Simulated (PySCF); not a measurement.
Electron correlation in S²⁺ (sulfur, charge +2)

[Ne] 3s1 3p3, high-spin 5S determinant (an excited configuration). All numbers are calculated (PySCF 2.14, scalar relativity by spin-free X2C-1e, in x2c-TZVPPall). Frozen: 1s2; 12 electrons correlated.

| level | correlation energy (mhartree) |
| --- | --- |
| CCSD | -186.63 |
| (T) | -1.18 |
| CCSD(T) | -187.81 |

Diagnostics: T1 = 0.0015, D1 = 0.0030, largest double amplitude 0.057.

Cost of the coupled-cluster step: about 1.4 core-seconds, for 12 correlated electrons.

This basis was not built for core-valence correlation, so the inner-shell part is incomplete.
